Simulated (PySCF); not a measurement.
Scandium: a sound run and one with changed settings

Sound run: Sc+ [Ar] 3d1 4s1, Sc(2+) [Ar] 3d1. Computed with PySCF 2.14 in aug-cc-pVDZ (7s6p4d2f, 59 functions), with the non-relativistic Hamiltonian (point nucleus). The sound run starts from symmetry-adapted Hartree-Fock orbitals and uses a fine grid where one is needed.

Changed run: 6 angular points. This setting is unsound on purpose.

```json
{"species": "Sc+", "method": "UHF", "sound run (hartree)": "-759.54076", "changed run (hartree)": "-759.54076", "converged": "yes"}
{"species": "Sc+", "method": "TPSS", "sound run (hartree)": "-760.40523", "changed run (hartree)": "-760.49759", "converged": "yes"}
{"species": "Sc+", "method": "BP86", "sound run (hartree)": "-760.46097", "changed run (hartree)": "-760.51706", "converged": "yes"}
{"species": "Sc(2+)", "method": "UHF", "sound run (hartree)": "-759.09365", "changed run (hartree)": "-759.09365", "converged": "yes"}
{"species": "Sc(2+)", "method": "TPSS", "sound run (hartree)": "-759.93666", "changed run (hartree)": "-759.90624", "converged": "yes"}
{"species": "Sc(2+)", "method": "BP86", "sound run (hartree)": "-759.98057", "changed run (hartree)": "-759.92122", "converged": "yes"}
```

Ionisation energy of Sc+:

```
method  sound run (eV)  changed run (eV)
   UHF          12.166            12.166
```

A coarse angular grid integrates products of high-l functions wrongly, so density functionals can shift, and the SCF can exploit the error; Hartree-Fock and MP2 need no grid.

For comparison, NIST gives 12.800 eV between the lowest levels.
